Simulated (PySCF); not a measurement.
C₃H₅, doublet, geometry from GFN2-xTB; BHANDHLYP/6-31G* (PySCF).

Input for PySCF:
```python
from pyscf import gto, scf, dft

mol = gto.Mole()
mol.atom = '''
    C     1.313529    0.256226   -0.021927
    C     0.025909    0.374083   -0.010223
    H     1.837879   -0.703925   -0.002493
    H     1.970538    1.113360   -0.052235
    C    -1.206401   -0.398851    0.024477
    H    -1.008352   -1.478408    0.050837
    H    -1.788968   -0.136455    0.908191
    H    -1.809314   -0.183320   -0.858262
'''
mol.basis = '6-31g*'
mol.charge = 0
mol.spin = 1
mol.verbose = 4
mol.build()

mf = dft.UKS(mol)
mf.xc = 'bhandhlyp'
mf.kernel()
```

Question: Write the output that PySCF gives for this input, abridged.

Answer: 
```
PySCF version 2.14.0

[INPUT] verbose = 4
[INPUT] num. atoms = 8
[INPUT] num. electrons = 23
[INPUT] charge = 0
[INPUT] spin (= nelec alpha-beta = 2S) = 1
[INPUT] symmetry False subgroup None
[INPUT] Mole.unit = angstrom
[INPUT] Symbol           X                Y                Z      unit          X                Y                Z       unit  Magmom
[INPUT]  1 C      1.313529000000   0.256226000000  -0.021927000000 AA    2.482210066674   0.484196965993  -0.041436024733 Bohr   0.0
[INPUT]  2 C      0.025909000000   0.374083000000  -0.010223000000 AA    0.048960914161   0.706914417856  -0.019318670171 Bohr   0.0
[INPUT]  3 H      1.837879000000  -0.703925000000  -0.002493000000 AA    3.473087960090  -1.330225462234  -0.004711087229 Bohr   0.0
[INPUT]  4 H      1.970538000000   1.113360000000  -0.052235000000 AA    3.723777138048   2.103945478046  -0.098709844117 Bohr   0.0
[INPUT]  5 C     -1.206401000000  -0.398851000000   0.024477000000 AA   -2.279767486401  -0.753719154509   0.046254826351 Bohr   0.0
[INPUT]  6 H     -1.008352000000  -1.478408000000   0.050837000000 AA   -1.905509117157  -2.793786220366   0.096068006995 Bohr   0.0
[INPUT]  7 H     -1.788968000000  -0.136455000000   0.908191000000 AA   -3.380659565611  -0.257862578328   1.716232258795 Bohr   0.0
[INPUT]  8 H     -1.809314000000  -0.183320000000  -0.858262000000 AA   -3.419107933341  -0.346424593155  -1.621880123121 Bohr   0.0

nuclear repulsion = 64.2728694463984
number of shells = 28
number of NR pGTOs = 101
number of NR cGTOs = 52
basis = 6-31g*
ecp = {}

******** <class 'pyscf.dft.uks.UKS'> ********
method = UKS
initial guess = minao
damping factor = 0
level_shift factor = 0
DIIS = <class 'pyscf.scf.diis.CDIIS'>
diis_start_cycle = 1
diis_space = 8
diis_damp = 0
SCF conv_tol = 1e-09
SCF conv_tol_grad = None
SCF max_cycles = 50
direct_scf = True
direct_scf_tol = 1e-13
number electrons alpha = 12  beta = 11
XC library pyscf.dft.libxc version 7.1.2
    S. Lehtola, C. Steigemann, M. J. T. Oliveira, and M. A. L. Marques,  SoftwareX 7, 1–5 (2018)
XC functionals = bhandhlyp
    A. D. Becke,  J. Chem. Phys. 98, 1372 (1993)
    Defined through Gaussian implementation.
radial grids:
    Treutler-Ahlrichs [JCP 102, 346 (1995); DOI:10.1063/1.469408] (M4) radial grids

becke partition: Becke, JCP 88, 2547 (1988); DOI:10.1063/1.454033
pruning grids: <function nwchem_prune>
grids dens level: 3
symmetrized grids: False
atomic radii adjust function: <function treutler_atomic_radii_adjust>
small_rho_cutoff = 0
Set gradient conv threshold to 3.16228e-05
tot grids = 91400
init E= -117.390653783215

cycle= 1 E= -117.119885118702  delta_E= 0.271  |g|= 0.18  |ddm|= 1.77
cycle= 2 E= -117.139289551928  delta_E= -0.0194  |g|= 0.102  |ddm|= 0.282
cycle= 3 E= -117.145054811536  delta_E= -0.00577  |g|= 0.029  |ddm|= 0.13
cycle= 4 E= -117.145703722687  delta_E= -0.000649  |g|= 0.0168  |ddm|= 0.0521
cycle= 5 E= -117.145916308733  delta_E= -0.000213  |g|= 0.00509  |ddm|= 0.0172
cycle= 6 E= -117.146004400688  delta_E= -8.81e-05  |g|= 0.00307  |ddm|= 0.0145
cycle= 7 E= -117.146060344074  delta_E= -5.59e-05  |g|= 0.00165  |ddm|= 0.0148
cycle= 8 E= -117.146080478042  delta_E= -2.01e-05  |g|= 0.000508  |ddm|= 0.0123
cycle= 9 E= -117.146081658876  delta_E= -1.18e-06  |g|= 0.0002  |ddm|= 0.00314
cycle= 10 E= -117.146081709188  delta_E= -5.03e-08  |g|= 7.15e-05  |ddm|= 0.000535
cycle= 11 E= -117.146081715015  delta_E= -5.83e-09  |g|= 1.83e-05  |ddm|= 0.000157
cycle= 12 E= -117.146081715476  delta_E= -4.62e-10  |g|= 5.85e-06  |ddm|= 4.18e-05
Extra cycle  E= -117.146081715516  delta_E= -3.98e-11  |g|= 3.42e-06  |ddm|= 1.47e-05
converged SCF energy = -117.146081715516  <S^2> = 0.76710081  2S+1 = 2.0170283
```
